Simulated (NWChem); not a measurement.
# HfH4; SMILES [HfH4]

```xyz
5

Hf     0.0000     0.0000     0.0000
H      1.0441    -1.0953     1.0701
H     -1.0441     1.0953     1.0701
H     -1.0953    -1.0441    -1.0701
H      1.0953     1.0441    -1.0701
```
Atoms are numbered in this order, from 1.

Level: PBE-D3(BJ)/def2-SVP with def2 effective core potentials on Hf (NWChem), optimised geometry, unscaled harmonic frequencies. def2 effective core potentials on Hf; no spin-orbit coupling.

Problem. List the harmonic frequencies with IR intensities, and the thermochemistry.

Solution. 
| frequency (cm⁻¹) | IR intensity (km/mol) |
|---|---|
| 555 | 165.0 |
| 555 | 165.0 |
| 555 | 165.0 |
| 698 | 0.0 |
| 698 | 0.0 |
| 1686 | 500.4 |
| 1686 | 500.4 |
| 1686 | 500.4 |
| 1741 | 0.0 |

```json
{
 "zero_point_energy": "14.1 kcal/mol",
 "thermal correction to the enthalpy at 298.15 K (with zero-point energy)": "17.0 kcal/mol",
 "heat capacity Cv": "11.2 cal/(mol K)",
 "entropy at 298.15 K and 1 atm (symmetry number 12)": "57.0 cal/(mol K)"
}
```

Rigid rotor and harmonic oscillator.
